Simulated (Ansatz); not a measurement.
Basis-set series for C3H2F4 (`FCC(F)=C(F)F`). Charge 0, multiplicity 1. The geometry is a stationary point of PBE0-D4/def2-TZVP. It is one conformer, not always the lowest.

| functional | basis | functions | energy (Eh) | HOMO (eV) | LUMO (eV) |
| --- | --- | --- | --- | --- | --- |
| PBE0-D4 | def2-SVP | 108 | -513.93732 | -7.65 | 0.03 |
| PBE0-D4 | def2-TZVPP | 245 | -514.55587 | -7.77 | -0.14 |
| ωB97M-V | def2-SVP | 108 | -514.29806 | -9.87 | 2.31 |
| ωB97M-V | def2-TZVPP | 245 | -514.93080 | -10.03 | 2.05 |

**Question.** Give the rows for def2-QZVPP. (An estimate is asked.)

**Answer.** Computed: 
```json
{"functional": "PBE0-D4", "basis": "def2-QZVPP", "functions": "459", "energy (Eh)": "-514.58242", "HOMO (eV)": "-7.82", "LUMO (eV)": "-0.23"}
{"functional": "ωB97M-V", "basis": "def2-QZVPP", "functions": "459", "energy (Eh)": "-514.95594", "HOMO (eV)": "-10.09", "LUMO (eV)": "1.77"}
```

Positive LUMOs are unbound and depend on the basis.
